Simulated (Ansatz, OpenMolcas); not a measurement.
**SnH3OF (SMILES [OH][SnH2][F]): the vertical energy of the triplet above the singlet, rung by rung**

SnH3OF: 6 atoms, total charge 0, spin state singlet. SMILES: `[OH][SnH2][F]`. The coordinates come from a PBE0-D4/def2-TZVP relaxation. This is one conformer, not always the lowest.

Each level gives the vertical energy of the triplet above the singlet (eV). The values are calculated.

| level | kind | program | value (eV) | CPU time (all runs) |
| --- | --- | --- | --- | --- |
| BLYP/def2-SVPD (core potential) | GGA | Ansatz | 5.63 | 28 s |
| PBE/def2-SVPD (core potential) | GGA | Ansatz | 5.70 | 28 s |
| r2SCAN/def2-SVPD (core potential) | meta-GGA | Ansatz | 6.01 | 66 s |
| B3LYP/def2-SVPD (core potential) | global hybrid | OpenMolcas | 6.11 | 2.8 min |
| PBE0/def2-SVPD (core potential) | global hybrid | OpenMolcas | 6.24 | 2.6 min |
| PBE-QIDH/def2-SVPD (core potential) | double hybrid | Ansatz | 6.65 | 45 s |
| RPA@PBE0/def2-SVPD (core potential) | RPA | Ansatz | 6.53 | 75 s |
| CCSD/def2-SVPD (core potential) | coupled cluster or CI | Ansatz | 6.68 | 4.3 min |

Spin-orbit coupling, which can split open shells on such heavy atoms by tenths of an eV, is left out. The values span 5.63 to 6.68 eV. In the correlated wave-function rows the outer d shell of Sn is correlated, in sets not made for it. Times are those of the runs behind each value, whatever else they computed, on shared processors of several kinds: orders of magnitude only.
